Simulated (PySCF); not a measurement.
Vertical excitations of a molecule C4H7Cl from TDDFT-PBE/def2-SVPD run with PySCF, as energy in eV (oscillator strength): 6.61 (0.004), 6.64 (0.002), 6.97 (0.008), 7.04 (0.023), 7.43 (0.006), 7.49 (0.000), 7.58 (0.000), 7.65 (0.035), 7.70 (0.034), 7.70 (0.008). Lowest triplet (TDA): 6.12 eV. Geometry optimised at r2SCAN-D4/def2-SVP. Other conformers were not sampled.

### Question
Pick the molecule that these values belong to.
A. ClC1CCC1
B. C[C@@H]1C[C@H]1Cl
C. C=C(Cl)CC
D. CC1(Cl)CC1

### Answer
A, ClC1CCC1
